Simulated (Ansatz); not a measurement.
Total energies of Cd11H28S11 from Ansatz at PBE0-D4/def2-SVP, gas phase (1 Eh = 27.2114 eV = 2625.5 kJ/mol). The reference geometry is relaxed at PBE-D4/def2-SVP, loosely relaxed.

```xyz
50

Cd    0.1583   -3.6107    3.0774
S    -0.3648   -1.0286    4.8581
Cd   -2.6558   -3.3972    1.1282
S    -3.7045   -2.0385   -1.3270
S    -1.4360   -1.3148    1.8860
Cd   -2.8040    0.6683    0.9025
Cd    0.5857    1.6429    4.1264
S    -1.0623    2.4546    2.2408
Cd   -3.1457    0.2565   -3.1648
S    -1.8285    1.4632   -1.3731
Cd   -0.6422    2.4528   -4.0015
Cd    0.1520    4.3845    0.9362
S    -1.1467    4.5367   -1.6933
S    -0.5437   -3.8716   -0.5438
Cd    0.8005   -1.7552    0.7663
S     2.0879    0.3556    2.4291
Cd    1.0125   -3.0327   -2.6978
S    -0.9018   -1.2370   -3.6385
S     2.1178   -1.1703   -1.2433
Cd    0.4696    0.5413   -1.9256
Cd    3.6821    2.0635    1.3085
S     1.7241    2.6857   -0.2671
H    -0.9226   -4.6565    3.8264
H     1.5761   -2.9074    2.3003
H    -1.7227   -1.0144    4.8782
H    -0.2566   -0.9597    6.2251
H    -3.8448   -4.5620    1.4382
H    -5.0226   -1.8613   -1.0246
H    -3.9519   -3.0806   -2.1706
H    -4.4768    0.8378    1.2529
H     0.8677    2.3897    5.6266
H    -1.8665    3.2294    3.0223
H    -4.4728    0.2453   -4.2159
H    -1.9174    2.8974   -5.0017
H     0.9281    1.9390   -3.3843
H     0.2882    6.0187    1.3776
H    -2.4915    4.4063   -1.5509
H    -1.2060    5.8968   -1.8731
H    -0.0352   -5.1123   -0.3073
H     3.9124   -2.9573    0.2443
H     4.1994   -3.4748    0.7373
H     2.9308   -0.2459    3.3158
H     1.5268   -4.2397   -3.7887
H    -0.5420   -1.1155   -4.9448
H     3.5128    0.0930   -3.4309
H     4.2460    0.0403   -0.5163
H     3.7313    0.4981   -4.0487
H     5.2332    2.6684    1.6293
H     4.8796    0.4266   -0.2817
H     2.3425    3.5516   -1.1184
```

```tsv
state	geometry	energy (Eh)
charge 0 singlet	reference	-6239.34843
charge 1 doublet	reference	-6239.06721
charge -1 doublet	reference	-6239.37607
free Cd atom (singlet)	–	-167.73406
free S atom (triplet)	–	-397.83788
free H atom (doublet)	–	-0.50029
```

In the def2 sets Cd takes a core potential; there is no spin–orbit coupling. Single mean-field runs in def2-SVP are fitted with def2-universal-jkfit.

(1) Work out the vertical ionisation energy to the doublet.

(2) Work out the vertical electron affinity, to the doublet.

(3) Give the fundamental gap IE − EA, the Mulliken electronegativity (IE + EA)/2 and the hardness (IE − EA)/2.

(4) What is the binding energy per atom against free atoms?

(1) E(charge 1 doublet) − E(charge 0 singlet) = -6239.06721 − (-6239.34843) = 0.28122 Eh = 7.65 eV. For comparison, −ε of the highest occupied level is 6.56 eV at this level, 1.09 eV less.

(2) E(charge 0 singlet) − E(charge -1 doublet) = -6239.34843 − (-6239.37607) = 0.02764 Eh = 0.75 eV. The basis lacks diffuse functions, which makes affinities too small.

(3) From the values in Eh: IE − EA = 0.28122 − 0.02764 = 0.25358 Eh = 6.90 eV; (IE + EA)/2 = 4.20 eV; (IE − EA)/2 = 3.45 eV. The HOMO–LUMO gap of the same run is 5.00 eV, 1.90 eV smaller than the fundamental gap.

(4) Atoms: 11 × (-167.73406) + 11 × (-397.83788) + 28 × (-0.50029) = -6235.29946 Eh. Binding: -6235.29946 − (-6239.34843) = 4.04897 Eh = 110.18 eV, or 2.20 eV for each of 50 atoms (no zero-point energy, no counterpoise term).

The geometry of the charge 0 singlet is only loosely relaxed. The geometry of the charge 1 doublet is only loosely relaxed. The geometry of the charge -1 doublet is only loosely relaxed. At PBE0-D4/def2-SVP the highest occupied level of the charge -1 doublet lies above zero (up to 0.18 eV). By energy differences its removal costs 0.75 eV (vertical, to the charge 0 singlet, at PBE0-D4/def2-SVP); self-interaction error and the lack of diffuse functions both raise the level.
